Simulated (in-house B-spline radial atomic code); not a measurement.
Checks on a self-consistent run for S+, 1s1 2s2 2p6 3s2 3p4. Level of theory: Dirac-Hartree-Fock, average of configuration, Fermi nucleus of rms radius 3.2611 fm; calculated with an all-electron radial atomic-structure program (B-spline basis).

```
orbital       q     ε (Eh)     <1/r>       <r²>  small-component weight
  1s1/2       1  -99.97209   15.8799  0.0124123               0.0033244
  2s1/2       2  -10.69209   3.31833   0.241613              0.00058026
  2p1/2       2   -8.58415   3.19828    0.20443              0.00054261
  2p3/2       4   -8.52270   3.17604   0.206429              0.00053924
  3s1/2       2   -1.43630  0.893789    2.70441              8.7799e-05
  3p1/2  1.3333   -0.93301  0.784594    3.42321              7.0591e-05
  3p3/2  2.6667   -0.92772  0.780989    3.44901              7.0169e-05
```

Electron-electron repulsion V_ee = 128.1647 hartree.

Q: What total energy follows from the eigenvalues?

A: The eigenvalues count the repulsion twice, so E = Σqε - V_ee = -179.206 - 128.165 = -307.371 hartree; the run printed -307.371.

Q: Does the Dirac virial theorem hold?

A: For a point nucleus E = -2c²Σq·w, with w the small-component weight. Here Σq·w = 0.0081839 and c = 137.0360, so the ratio E/(-2c²Σq·w) is 1.000001.

Q: What diamagnetic shielding (Lamb formula) and susceptibility (Langevin formula) do the radii give?

A: σ = (α²/3)Σq<1/r> = 46.5337/(3·137.036²) = 825.99 ppm, and χ = -0.79199×10⁻⁶·Σq<r²> = -16.55×10⁻⁶ cm³/mol with Σq<r²> = 20.901 bohr². Both are non-relativistic formulas without the paramagnetism of open shells.
